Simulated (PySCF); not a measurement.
A structure optimised at PBE0-D3(BJ)/def2-SVP, used in a PySCF frequency run:

```xyz
6

Sb    -0.7061    -0.3678     0.6858
Br     1.4502    -0.8017     1.9833
Te    -0.2215     2.2190    -0.1766
H     -0.1488     2.7501     1.4025
Te    -0.0381    -1.3217    -1.8266
H     -1.0983    -2.5932    -1.6273
```
Charge 0, spin multiplicity 1.

Problem. Write its SMILES and formula.

Solution. [Br][Sb]([TeH])[TeH], BrH₂SbTe₂

Problem. What are its rotational constants (standard atomic weights)?

Solution. 0.51585, 0.43924, 0.27764 GHz
